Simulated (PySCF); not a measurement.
An equivalent PySCF input for Kr³⁺ (krypton, charge +3), [Ar] 3d10 4s2 4p3, high-spin 4S determinant, with the spin-free X2C one-electron Hamiltonian (Gaussian nucleus):

```python
from pyscf import gto, scf, dft, mp, cc
import basis_set_exchange as bse
mol = gto.M(atom="Kr 0 0 0", charge=3, spin=3, symmetry="D2h",
            basis=gto.basis.parse(bse.get_basis("ANO-RCC-VTZP", elements=["Kr"], fmt="nwchem")),
            nucmod="G")
mf = dft.UKS(mol, xc="LDA,VWN").sfx2c1e()
mf.irrep_nelec = {'Ag': (6, 6), 'B1g': (1, 1), 'B2g': (1, 1), 'B3g': (1, 1), 'B1u': (3, 2), 'B2u': (3, 2), 'B3u': (3, 2)}
mf.kernel()
```

It reaches the same state as the run whose output follows, with an energy that differs only through the grid. The run itself started from symmetry-adapted Hartree-Fock orbitals and held the occupation by maximum overlap, on a logarithmic radial grid, so the iterations belong to that start.

```
SCF conv_tol = 1e-09
number electrons alpha = 18  beta = 15
XC functionals = LDA,VWN
    P. A. M. Dirac.,  Math. Proc. Cambridge Philos. Soc. 26, 376 (1930)
    F. Bloch.,  Z. Phys. 57, 545 (1929)
    S. H. Vosko, L. Wilk, and M. Nusair.,  Can. J. Phys. 58, 1200 (1980)
cycle= 1 E= -2783.40076980521  delta_E= -0.0119  |g|= 0.113  |ddm|= 0.0828
cycle= 2 E= -2783.40171073116  delta_E= -0.000941  |g|= 0.063  |ddm|= 0.031
cycle= 3 E= -2783.40220917347  delta_E= -0.000498  |g|= 0.00224  |ddm|= 0.0134
cycle= 4 E= -2783.40221030948  delta_E= -1.14e-06  |g|= 7.08e-06  |ddm|= 0.000918
cycle= 5 E= -2783.40221030949  delta_E= -8.64e-12  |g|= 1.59e-07  |ddm|= 2.73e-06
converged SCF energy = -2783.40221030949  <S^2> = 3.7502808  2S+1 = 4.0001404
```
